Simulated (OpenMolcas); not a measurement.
What dynamic correlation does to the levels of Ag II

* Program: OpenMolcas 26.06
* Basis: ANO-RCC-VDZP [6s5p3d1f]
* Scalar Hamiltonian: DKH2, point nucleus
* Active space: 10 electrons in 9 orbitals (RAS2 4d 5s; RAS3 5p, at most 2 electrons)
* State averaging: 2S+1 = 1 even, 6 roots; 2S+1 = 3 even, 5 roots kept (CI in the orbitals of an earlier block)
* Spin-orbit coupling: RASSI with atomic mean-field integrals over the reference wave functions, term energies averaged over their components

Methods on the same reference wave functions:
A. RASSCF
B. SS-RASPT2, IPEA 0.25 Eh, imaginary shift 0.1 Eh (closed shells correlated: 4s 4p)

Energies in eV above 4d¹⁰ ¹S₀, the measured ground level; measured values from NIST Handbook of Basic Atomic Spectroscopic Data.

| Level | A | B | Measured |
| --- | --- | --- | --- |
| 4d¹⁰ ¹S₀ | 0.0000 | 0.0000 | 0.0000 |
| 4d⁹ 5s ³D₃ | 3.8573 | 4.986 | 4.8562 |
| 4d⁹ 5s ³D₂ | 4.0625 | 5.183 | 5.0518 |
| 4d⁹ 5s ³D₁ | 4.4062 | 5.535 | 5.4234 |
| 4d⁹ 5s ¹D₂ | 4.7683 | 5.859 | 5.7094 |

Deviations, from unrounded energies. A percentage is the sum of absolute deviations over the sum of measured energies, with the sign that they share, or ± where signs differ.

| Against measurement | Levels | A | B |
| --- | --- | --- | --- |
| mean absolute deviation (cm-1) | 4 | 8000 | 1100 |
| other configurations (%) | 4 | -18.8 | +2.5 |

B lies closest to measurement on these levels. The largest miss of B in the table is 4d⁹ 5s ¹D₂, by +1200 cm-1. The ranking rests on the paired levels alone, and a cruder setting can come out closer through cancelling errors.

The lowest spin-free term lies below A's lowest term by 0.407 hartree in B.

Terms from blocks run as CI alone lack orbitals of their own. A single d shell beside an s shell can misplace configurations of different d count against each other. Without dynamic correlation excited terms often stand tens of per cent too high (terms of higher spin than the ground term too low), and those without a measured partner can miss by more than the paired ones (holds for A). Measured partners are found by configuration, term and J. A level has none where our copy of the source lacks it or the pairing is in doubt (some pairs that miss far off the trend of their configuration count as doubtful), and it then counts in no deviation. Levels of configurations outside the active space are missing.
